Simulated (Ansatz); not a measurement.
Reaction (ligand exchange at the Sc–O bond): `C[O][Sc]([Cl])[O][SiH3]` + H–F → `[F][Sc]([Cl])[O][SiH3]` + CH₃OH

Program: Ansatz. Geometries: PBE0-D4/def2-TZVP. ΔE: electronic, gas phase. CCSD(T)/CBS adds triple-zeta CCSD(T) − MP2 to the extrapolated MP2 energy (def2 sets, frozen cores). This one scheme is used for every species. DFT in def2-TZVPP. For Sc outer-core shells are correlated without core-valence functions, which leaves a few kJ/mol of doubt a bond. Scalar relativity is left out up to krypton. Each species was taken in one conformer, which may not be the lowest.

| level | ΔE (kcal/mol) |
| --- | --- |
| PBE0-D4 | -9.8 |
| PBE | -11.1 |
| r2SCAN0 | -10.4 |
| SCS-MP2/def2-TZVPP | -8.4 |

**Question.** What does CCSD(T)/CBS give? (Estimate.)

**Answer.** Computed: -7.4 kcal/mol. The listed levels differ from it by -2.4, -3.7, -3.0, -1.0 kcal/mol.

Largest T1 diagnostic among the species: 0.015.

The D4 term adds +1.4 kcal/mol with B3LYP and +0.8 kcal/mol with PBE0; it sums over pairs of atoms, weighted by their polarisabilities, and B3LYP, whose exchange is more repulsive, gets the larger term. Leaving LDA and LC-ωPBE aside and taking each functional with its dispersion term where it has one, the values, not all of them listed here, spread over 1.9 kcal/mol, from ωB97X-V to PBE-QIDH. LDA lies +2.4 kcal/mol from PBE without D4.

B3LYP here is the variant with VWN-RPA as its local correlation; programs differ in this.
